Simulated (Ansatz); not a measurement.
Input file for `B1[CH2][InH][O]1`:

```yaml
crystal:
  periodic: [false, false, false]
  atoms:
    - {symbol: B, position_ang: [-0.717950, 0.557942, -0.707656]}
    - {symbol: C, position_ang: [0.604925, 0.704010, 0.191703]}
    - {symbol: In, position_ang: [0.234138, -1.360518, 0.636958]}
    - {symbol: O, position_ang: [-1.258000, -0.669771, -0.673592]}
    - {symbol: H, position_ang: [-1.197355, 1.454479, -1.359623]}
    - {symbol: H, position_ang: [0.551011, 1.378397, 1.049507]}
    - {symbol: H, position_ang: [1.542730, 0.901343, -0.332870]}
    - {symbol: H, position_ang: [0.240501, -2.965882, 1.195564]}
basis:
  gaussian: {orbitals: def2-SVP}
correlation: {method: ccsd_t}
```

```sh
$ ansatz run in.yaml --threads 2 --pin off --events-out ev --progress --plain --max-ram 4352MiB
```

The program prints (abridged):

```
Functional definition: HF
965 factors; integrals over basis functions are off by at most 8.9e-4 eV
mean field evaluation 1: about -8943.6044 eV, gradient 4.5e1 eV
mean field evaluation 2: about -8943.6991 eV, gradient 4.5e1 eV
mean field evaluation 4: about -8948.5695 eV, gradient 4.2e0 eV
mean field evaluation 8: about -8948.6488 eV, gradient 3.9e-1 eV
mean field -8948.64976976 eV, -328.8568134258 hartree, gradient 1.4e-6 eV, S^2 0.000000; 0 other end points of the search recorded, 0 dependent functions left out
7 core orbitals not correlated: weight in the atoms' cores, before any rotation towards them, 1.000 or more for the frozen orbitals, at most 0.000 for the correlated occupied ones
reference -8948.64976976 eV, -328.8568134258 hartree; 15, 15 occupied and 66, 66 virtual orbitals, 965 factors
second order -13.53891007 eV of doubles, -0.00000000 eV of singles
cycle   1  -13.82656108 eV  change   -2.9e-1 eV  update   1.1e-1
cycle   2  -14.26099582 eV  change   -4.3e-1 eV  update   3.7e-2
cycle   3  -14.39779007 eV  change   -1.4e-1 eV  update   2.2e-2
cycle   4  -14.39488904 eV  change    2.9e-3 eV  update   5.7e-3
cycle   5  -14.39256804 eV  change    2.3e-3 eV  update   2.3e-3
cycle   6  -14.39299677 eV  change   -4.3e-4 eV  update   8.0e-4
cycle   7  -14.39280825 eV  change    1.9e-4 eV  update   2.8e-4
cycle   8  -14.39275559 eV  change    5.3e-5 eV  update   9.4e-5
cycle   9  -14.39277598 eV  change   -2.0e-5 eV  update   4.1e-5
cycle  10  -14.39278039 eV  change   -4.4e-6 eV  update   1.3e-5
perturbative correction -0.49363937 eV, -0.0181409123 hartree
Total energy: -8963.53618951 eV, -329.4038792616 hartree
```

It took 4.2 s on 2 threads of an Arm Neoverse V2 on a shared host, with 0.34 GiB of host memory at the peak.

MP2 recovers 90.9 % of the CCSD(T) correlation energy and the triples give 3.3 %; T1 = 0.0151.
